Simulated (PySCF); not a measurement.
# Working out the ionisation energy of In

In [Kr] 4d10 5s2 5p1 (2P) → In⁺ [Kr] 4d10 5s2 (1S). Computed with PySCF 2.14 in x2c-TZVPPall (8s6p4d2f, 60 functions), with scalar relativity by spin-free X2C-1e. Frozen: [Kr] 4d10. Energies in hartree (1 hartree = 27.21139 eV):

```
            part    In (lower)   In⁺ (upper)
             UHF  -5878.240739  -5878.049441
CCSD correlation     -0.040675     -0.032312
             (T)     -0.000686      0.000000
```

Task: What does Hartree-Fock give?

Result: (-5878.049441) − (-5878.240739) = 0.191298 hartree = 5.205 eV.

Task: What do CCSD and CCSD(T) give?

Result: The CCSD correlation energies differ by 0.008363 hartree = 0.228 eV and the triples by 0.000686 hartree = 0.019 eV, so CCSD gives 5.433 eV and CCSD(T) 5.452 eV.

Measured between the centres of the two terms (NIST): 5.603 eV, so CCSD(T) (valence) is off by -0.151 eV.

What remains against the reference includes basis incompleteness, the frozen core and higher excitations.
